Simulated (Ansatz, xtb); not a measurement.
## Isomers of BFH5NSi in order of energy

3 gas-phase structures of BFH5NSi, found in a search over its isomers (lower ones may exist). Each was relaxed with GFN2-xTB; where two conformers were screened, the lower at r2SCAN-D4/def2-SVP is listed:

A. `FBN[SiH3]`, a singlet
B. `BN[SiH2]F`, a singlet
C. `NB[SiH2]F`, a singlet

Question: Estimate their order in r2SCAN-D4/def2-SVP energy at these geometries, lowest first.

Answer: Calculated order at r2SCAN-D4/def2-SVP: A (0.0), B (6.6), C (20.2) kcal/mol. CCSD(T)/def2-TZVP after further relaxation puts B lowest instead.

Energies above the lowest of each column, in kcal/mol; the last columns are at B3LYP-D3(BJ)/6-311G** geometries and were run for some of them only (a dash: not run or not comparable):

```tsv
structure	GFN2-xTB	HF/STO-3G	r2SCAN-D4/def2-SVP	B3LYP-D3(BJ)/6-311G**	CCSD(T)/def2-TZVP
A	5.2	0.0	0.0	0.0	2.2
B	0.0	26.0	6.6	1.2	0.0
C	24.1	47.4	20.2	–	–
```

CCSD(T)/def2-TZVP puts B lowest of those it was run on; HF/STO-3G picks A, r2SCAN-D4/def2-SVP picks A, B3LYP-D3(BJ)/6-311G** picks A. CCSD(T)/def2-TZVP orders those it was run on as B (0.0), A (2.2) kcal/mol. Flexible structures stand in one conformer each, not always the lowest. Frequencies (B3LYP-D3(BJ)/6-311G**) were run for A, B alone.

Programs: Ansatz 0.2.0, xtb 6.7.1 (Pople sets with spherical d functions).
